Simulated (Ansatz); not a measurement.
`C[Se]CF` + `C[O][Zr]([NH2])([OH])[F]` → `C[O][Zr]([OH])([F])[Se]C` + `NCF`  (formal exchange of groups at the Se–C bond)

Computed with Ansatz on PBE0-D4/def2-TZVP structures; ΔE is electronic, products minus reactants. CCSD(T)/CBS is the MP2 limit (def2-TZVPP, def2-QZVPP) plus CCSD(T) − MP2 in def2-TZVPP, frozen cores. DFT in def2-TZVPP. def2 core potentials past Kr. For Se, Zr outer-core shells are correlated without core-valence functions, which leaves a few kJ/mol of doubt a bond. Scalar relativity is left out up to krypton. One conformer a species, not always the lowest.

```
             level  ΔE (kcal/mol)  difference from CCSD(T)/CBS
           PBE0-D4          -12.4                         -1.4
           ωB97X-V          -10.7                          0.3
            r2SCAN          -11.6                         -0.6
              PBE0          -12.0                         -1.0
     HF/def2-TZVPP          -12.4                         -1.4
    MP2/def2-TZVPP          -12.1                         -1.1
   CCSD/def2-TZVPP          -11.2                         -0.2
     HF/def2-QZVPP          -12.1                         -1.1
SCS-MP2/def2-QZVPP          -10.7                          0.3
    CCSD/CBS(def2)          -10.5                          0.5
       CCSD(T)/CBS          -11.0                            0
```

Largest T1 diagnostic among the species: 0.016.

From PBE to PBE0 (25 % exact exchange), in def2-TZVPP and without D4, ΔE moves by −1.0 kcal/mol.

CCSD(T)/CBS has its own doubt, a few kJ/mol and more with outer-core shells, so smaller differences from it don't rank the levels.
